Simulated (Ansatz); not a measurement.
```yaml
crystal:
  periodic: [false, false, false]
  atoms:
    - {symbol: Li, position_ang: [1.274852, 2.378278, -0.305903]}
    - {symbol: Li, position_ang: [-1.910331, -0.342484, -0.235075]}
    - {symbol: Li, position_ang: [0.811037, -1.705667, 0.489668]}
    - {symbol: Cl, position_ang: [-1.109602, -2.075410, 0.252208]}
    - {symbol: Cl, position_ang: [-0.599314, 1.406139, -0.385647]}
    - {symbol: Cl, position_ang: [1.533366, 0.339145, 0.184740]}
basis:
  gaussian: {orbitals: def2-SVP}
total_charge: 1
magnetization: {spin_polarized: true, initial_magnetization: 1}
hamiltonian: {xc: {name: B3LYP}}
scf: {lower_state_search: full}
output: {forces: true}
```

```sh
$ ansatz run in.yaml --threads 4 --pin off --events-out ev --progress --plain --max-ram 3916MiB
```

Shortened log:

```
Functional definition: B3LYP
864 factors; integrals over basis functions are off by at most 4.2e-4 eV
mean field evaluation 1: about -38167.7298 eV, gradient 2.8e1 eV
mean field evaluation 2: about -38167.8045 eV, gradient 2.8e1 eV
mean field evaluation 4: about -38171.7929 eV, gradient 1.7e0 eV
mean field evaluation 8: about -38171.8190 eV, gradient 7.5e-2 eV
mean field evaluation 16: about -38171.8190 eV, gradient 8.0e-5 eV
mean field evaluation 32: about -38171.7052 eV, gradient 2.6e0 eV
mean field evaluation 64: about -38171.8190 eV, gradient 1.3e-3 eV
mean field evaluation 96: about -38171.8190 eV, gradient 7.8e-3 eV
mean field -38171.81903524 eV, -1402.7884757567 hartree, gradient 7.9e-5 eV, S^2 0.752227; 4 other end points of the search recorded, 0 dependent functions left out
reference -38171.81942846 eV, -1402.7884902076 hartree; 30, 29 occupied and 51, 52 virtual orbitals, 864 factors
Total energy: -38171.81942846 eV, -1402.7884902076 hartree
Atom 0 at     1.274852     2.378278    -0.305903 Å, force     0.603630     1.122492    -0.153245 eV/Å
Atom 1 at    -1.910331    -0.342484    -0.235075 Å, force    -0.997790     0.763794    -0.318862 eV/Å
Atom 2 at     0.811037    -1.705667     0.489668 Å, force     1.216994    -0.350269     0.271473 eV/Å
Atom 3 at    -1.109602    -2.075410     0.252208 Å, force    -0.880398    -1.654114     0.196699 eV/Å
Atom 4 at    -0.599314     1.406139    -0.385647 Å, force    -1.604858     0.876104    -0.435175 eV/Å
Atom 5 at     1.533366     0.339145     0.184740 Å, force     1.662422    -0.758007     0.439110 eV/Å
Dipole moment:     0.638636     1.196507    -0.158646 e Å
```

It took 5.5 s on 4 threads of Arm Neoverse V1 on a shared host.

B3LYP takes the VWN-RPA correlation.

The dipole of an ion depends on the origin.
